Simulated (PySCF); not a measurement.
Run record: geometry optimisation, `N#[C][Ge@H]1[CH2][GeH2][O]1`.

Method: PBE0-D3(BJ)/def2-SVP geometry optimisation, gas phase (PySCF 2.14.0). Start geometry: GFN2-xTB. The command runs a driver script over a list of jobs; the input below is this job's line of settings and its coordinates in Å.

Command:
```bash
OMP_NUM_THREADS=1 python probes_run.py task.json out
```

Input:
```
{"job": {"xc": "PBE0", "basis": "def2-SVP", "d3": "d3bj", "grid": 1, "shake": 0.01, "kind": "geom"}, "charge": 0, "multiplicity": 1}
N      3.587450    -0.412780     0.073340
C      2.450030    -0.566880    -0.139800
Ge     0.549920    -0.864680    -0.452290
C     -0.634220    -0.290450     1.018810
Ge    -1.237670     1.137250    -0.263080
O     -0.061280     0.482470    -1.457390
H      0.433090    -2.170250    -1.202100
H     -1.418120    -1.011750     1.280320
H     -0.174290     0.057060     1.946590
H     -2.607780     1.047230    -0.866700
H     -0.849020     2.566940     0.046640
```

Output:
```
step   0  E = -4361.77317025  max force = 0.017998
step   1  E = -4361.77575901  max force = 0.008435
step   2  E = -4361.77628138  max force = 0.002692
step   3  E = -4361.77651914  max force = 0.002196
step   4  E = -4361.77657267  max force = 0.001539
step   5  E = -4361.77661181  max force = 0.000805
step   6  E = -4361.77663060  max force = 0.000608
step   7  E = -4361.77663665  max force = 0.000284
optimisation converged
```

Energies in Eh; «max force» is the largest Cartesian gradient component in Eh/bohr.

Problem. Give the first gradient maximum in eV/Å.

Solution. With 1 Eh/bohr = 51.422 eV/Å, 0.925 eV/Å.

Main results: final energy -4361.77664 Eh after 7 steps; dipole 4.57 D.

Problem. Where do the atoms end?

Solution. 0.091 Å rms from the input after alignment:
```
atom  x, y, z in Å
N1     3.5221   -0.2877    0.2048
C2     2.4202   -0.5037   -0.0846
Ge3    0.5678   -0.8612   -0.5020
C4    -0.6307   -0.3016    0.9486
Ge5   -1.2238    1.1268   -0.2904
O6    -0.0814    0.4505   -1.5404
H7     0.4880   -2.2506   -1.1403
H8    -1.4016   -1.0357    1.2221
H9    -0.1108    0.0441    1.8529
H10   -2.6771    1.0301   -0.7837
H11   -0.8335    2.5618    0.0965
```

Hardware: one thread, Intel Xeon Platinum 8488C (x86_64), no GPU, on a shared host. Cost: 79 s of wall time, 0.63 GiB resident at most.
Labels such as C1 count atoms from 1, the log's own numbers from 0.
